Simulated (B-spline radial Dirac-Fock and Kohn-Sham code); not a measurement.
Bi³⁰⁺: eigenvalues, ΔSCF and the reference

System: bismuth as Bi³⁰⁺, configuration [Kr] 4d10 4f7.

The density-functional columns are spherical, spin-unpolarised Dirac-Kohn-Sham results without Breit or QED terms: −ε is minus the orbital energy of the initial state and ΔSCF the difference of two total energies. The reference in the last column comes from ΔSCF Dirac-Fock with Breit, self-energy and vacuum polarisation, finite nucleus, configuration average. All numbers are from a radial B-spline solver, in eV; a selection of levels is shown. The Kohn-Sham columns are given as differences from the reference. For the 1s level of heavy atoms much of the gap between ΔSCF and the reference is the Breit and QED part, -515.1 eV here; for other levels the error of the functional can be larger.

```
level  LDA −ε − DF  LDA ΔSCF − DF  Dirac-Fock
   1s       -169.3         +505.2     91570.7
   2s       -194.5          -52.1     17438.3
2p1/2       -136.1          +43.1     16756.8
2p3/2       -160.2           -9.8     14463.5
   3s       -115.0          -60.5      5038.3
3p1/2        -94.3          -36.5      4734.5
3p3/2        -93.7          -40.9      4212.3
3d3/2        -70.8          -10.1      3722.2
3d5/2        -72.7          -13.8      3613.4
   4s        -61.8          -32.4      1900.7
4p1/2        -51.8          -22.3      1766.5
4p3/2        -51.4          -23.6      1624.2
4d3/2        -35.0           -7.0      1405.0
4d5/2        -35.3           -7.7      1377.2
   4f        -26.8           +2.0      1106.1
```

Values without a named source are computed, but for edge energies of neutral atoms, which are taken from tables.
